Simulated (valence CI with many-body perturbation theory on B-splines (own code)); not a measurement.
# Forbidden lines of Os52+

Method: configuration interaction combined with many-body perturbation theory (CI+MBPT): six valence electrons over a frozen Dirac-Fock core [Ar], a basis of 7 s, 7 p, 8 d, 6 f, 4 g, 1 h functions for each j, with the one-electron correlation potential Σ1 (screened to all orders), the two-electron term Σ2, the three-electron term Σ3, Breit, model QED; selected single and double excitations, second order for the rest, scaled by the run's own slope (own B-spline code, finite nucleus).

The last digits are not significant, and no measured levels were compared; by estimate large intervals hold to a few tenths of a per cent, small ones and those within an open d or f shell to about a per cent. Core correlation moves these levels by up to 17000 cm⁻¹, and in measured spectra 5 to 20 % of such shifts remained as error; rates that hang on mixing are uncertain with them. Among the levels kept, up to 1100 cm⁻¹ of a level comes from second order outside the variational space, and about a tenth of that is noise between levels of different J, which matters for small intervals. The list stops below the first excitations out of the core. Only levels of the ground parity were solved; by the run's estimate the other parity begins above the list, which can be wrong where configurations are misplaced.

Lines 51 to 100 of 106 in falling wavelength, among levels below 2143800 cm⁻¹, chosen from the decays that carry over 1 % of a level's rate. Wavelengths and rates use the calculated energies. Electric multipoles are in the length gauge with retardation, E1 and E2 with the static RPA response of the core. M1 uses the relativistic operator with retardation. S is in atomic units (e²a₀⁴ for E2 and M2, e²a₀⁶ for E3), for M1 in squared Bohr magnetons. Weak lines are less certain than strong ones. Lines between different terms over intervals too small for the method are left out, as are lines whose strength nearly cancels. The highest levels of a list are the least certain.

Levels are named by their leading jj configuration (3d3/2^4 stands for four electrons in 3d with j = 3/2), which in mixed levels can hold well under half, so a name can repeat and another be missing. Letters in brackets count levels of one name in rising energy.

```tsv
λ vac (Å)	Upper	Lower	Type	A (s⁻¹)	S (a.u.)
152.4	(3d3/2^2 3d5/2^4) J=1	(3d3/2^3 3d5/2^3) J=2 [a]	M1	9.66e+05	3.80e-01
152.1	(3d3/2^3 3d5/2^3) J=6	(3d3/2^4 3d5/2^2) J=4	E2	6.09e+01	5.75e-05
151.8	(3d3/2^3 3d5/2^3) J=5	(3d3/2^4 3d5/2^2) J=4	M1	9.86e+05	1.41e+00
151.7	(3d3/2 3d5/2^5) J=1	(3d3/2^2 3d5/2^4) J=0 [a]	M1	3.57e+06	1.39e+00
151.7	(3d3/2^2 3d5/2^4) J=4 [b]	(3d3/2^3 3d5/2^3) J=3 [b]	M1	7.20e+05	8.40e-01
150.6	(3d3/2^2 3d5/2^4) J=6	(3d3/2^3 3d5/2^3) J=5	M1	8.62e+05	1.42e+00
150.5	(3d3/2^3 3d5/2^3) J=3 [b]	(3d3/2^4 3d5/2^2) J=2	M1	4.65e+05	4.12e-01
150.3	(3d3/2^2 3d5/2^4) J=6	(3d3/2^3 3d5/2^3) J=6	M1	2.07e+06	3.39e+00
149.6	(3d3/2^2 3d5/2^4) J=4 [a]	(3d3/2^3 3d5/2^3) J=4 [a]	M1	6.90e+06	7.71e+00
148.9	(3d3/2^2 3d5/2^4) J=2 [b]	(3d3/2^3 3d5/2^3) J=3 [b]	M1	1.34e+06	8.20e-01
148.8	(3d3/2^2 3d5/2^4) J=4 [c]	(3d3/2^3 3d5/2^3) J=3 [c]	M1	2.09e+06	2.29e+00
147.9	(3d3/2 3d5/2^5) J=2	(3d3/2^2 3d5/2^4) J=1	M1	3.14e+06	1.88e+00
147.2	(3d3/2 3d5/2^5) J=3	(3d3/2^2 3d5/2^4) J=4 [b]	M1	1.32e+06	1.09e+00
146.3	(3d3/2^2 3d5/2^4) J=2 [b]	(3d3/2^3 3d5/2^3) J=2 [a]	M1	2.35e+06	1.36e+00
146.2	(3d3/2 3d5/2^5) J=1	(3d3/2^2 3d5/2^4) J=2 [a]	M1	1.41e+07	4.89e+00
144.3	(3d3/2^2 3d5/2^4) J=4 [c]	(3d3/2^3 3d5/2^3) J=4 [b]	M1	1.63e+06	1.63e+00
143.7	(3d3/2^2 3d5/2^4) J=3 [a]	(3d3/2^3 3d5/2^3) J=4 [a]	M1	2.85e+06	2.19e+00
142.5	(3d3/2 3d5/2^5) J=4	(3d3/2^2 3d5/2^4) J=5	M1	3.82e+06	3.69e+00
142.3	(3d3/2^2 3d5/2^4) J=5	(3d3/2^3 3d5/2^3) J=4 [a]	M1	2.88e+05	3.39e-01
141.7	(3d3/2^2 3d5/2^4) J=3 [a]	(3d3/2^3 3d5/2^3) J=3 [a]	M1	3.46e+06	2.55e+00
141.1	(3d3/2 3d5/2^5) J=4	(3d3/2^2 3d5/2^4) J=3 [a]	M1	1.28e+05	1.20e-01
140.1	(3d3/2 3d5/2^5) J=3	(3d3/2^2 3d5/2^4) J=3 [b]	M1	1.31e+06	9.38e-01
137.1	(3d3/2^3 3d5/2^3) J=3 [b]	(3d3/2^4 3d5/2^2) J=4	M1	1.44e+06	9.64e-01
137.0	(3d3/2^2 3d5/2^4) J=4 [b]	(3d3/2^3 3d5/2^3) J=5	M1	2.85e+06	2.45e+00
135.8	(3d3/2 3d5/2^5) J=4	(3d3/2^2 3d5/2^4) J=4 [a]	M1	6.24e+06	5.22e+00
135.1	(3d3/2^3 3d5/2^3) J=0	(3d3/2^4 3d5/2^2) J=2	E2	5.33e+03	2.14e-04
133.5	(3d3/2^2 3d5/2^4) J=1	(3d3/2^3 3d5/2^3) J=1 [a]	M1	2.52e+06	6.68e-01
131.5	(3d3/2 3d5/2^5) J=2	(3d3/2^2 3d5/2^4) J=3 [a]	M1	4.27e+06	1.80e+00
131.5	(3d3/2^2 3d5/2^4) J=3 [b]	(3d3/2^3 3d5/2^3) J=4 [a]	M1	5.18e+05	3.06e-01
130.0	(3d3/2^2 3d5/2^4) J=2 [c]	(3d3/2^3 3d5/2^3) J=3 [b]	M1	2.84e+05	1.16e-01
128.8	(3d3/2^2 3d5/2^4) J=2 [b]	(3d3/2^3 3d5/2^3) J=1 [a]	M1	8.17e+04	3.24e-02
128.5	(3d3/2 3d5/2^5) J=3	(3d3/2^2 3d5/2^4) J=3 [a]	M1	4.02e+06	2.21e+00
128.0	(3d3/2^2 3d5/2^4) J=2 [c]	(3d3/2^3 3d5/2^3) J=2 [a]	M1	3.93e+05	1.52e-01
127.0	(3d3/2^3 3d5/2^3) J=1 [b]	(3d3/2^4 3d5/2^2) J=2	M1	2.25e+05	5.13e-02
127.0	(3d3/2^3 3d5/2^3) J=2 [b]	(3d3/2^4 3d5/2^2) J=2	M1	4.63e+05	1.76e-01
125.0	(3d3/2^3 3d5/2^3) J=3 [c]	(3d3/2^4 3d5/2^2) J=2	M1	7.19e+05	3.64e-01
124.2	(3d3/2^2 3d5/2^4) J=4 [b]	(3d3/2^3 3d5/2^3) J=3 [a]	M1	3.43e+05	2.20e-01
124.1	(3d3/2 3d5/2^5) J=3	(3d3/2^2 3d5/2^4) J=4 [a]	M1	9.74e+05	4.82e-01
123.8	(3d3/2^2 3d5/2^4) J=4 [c]	(3d3/2^3 3d5/2^3) J=3 [b]	M1	5.44e+04	3.44e-02
122.3	(3d3/2^2 3d5/2^4) J=2 [b]	(3d3/2^3 3d5/2^3) J=3 [a]	M1	7.63e+05	2.59e-01
122.1	(3d3/2^2 3d5/2^4) J=2 [d]	(3d3/2^3 3d5/2^3) J=3 [c]	M1	1.15e+06	3.88e-01
120.3	(3d3/2^2 3d5/2^4) J=2 [d]	(3d3/2^3 3d5/2^3) J=2 [b]	M1	2.67e+05	8.61e-02
120.2	(3d3/2^2 3d5/2^4) J=2 [d]	(3d3/2^3 3d5/2^3) J=1 [b]	M1	1.41e+06	4.53e-01
119.5	(3d3/2 3d5/2^5) J=2	(3d3/2^2 3d5/2^4) J=2 [a]	M1	1.54e+06	4.86e-01
118.4	(3d3/2^3 3d5/2^3) J=4 [b]	(3d3/2^4 3d5/2^2) J=4	M1	5.59e+04	3.10e-02
118.4	(3d3/2^3 3d5/2^3) J=4 [b]	(3d3/2^4 3d5/2^2) J=4	E2	1.19e+03	2.22e-04
117.0	(3d3/2 3d5/2^5) J=3	(3d3/2^2 3d5/2^4) J=2 [a]	M1	2.76e+05	1.14e-01
115.5	(3d3/2^3 3d5/2^3) J=3 [c]	(3d3/2^4 3d5/2^2) J=4	M1	5.94e+05	2.38e-01
109.3	(3d3/2^2 3d5/2^4) J=2 [c]	(3d3/2^3 3d5/2^3) J=3 [a]	M1	6.10e+05	1.47e-01
105.9	(3d3/2^2 3d5/2^4) J=4 [c]	(3d3/2^3 3d5/2^3) J=4 [a]	M1	5.44e+05	2.16e-01
```
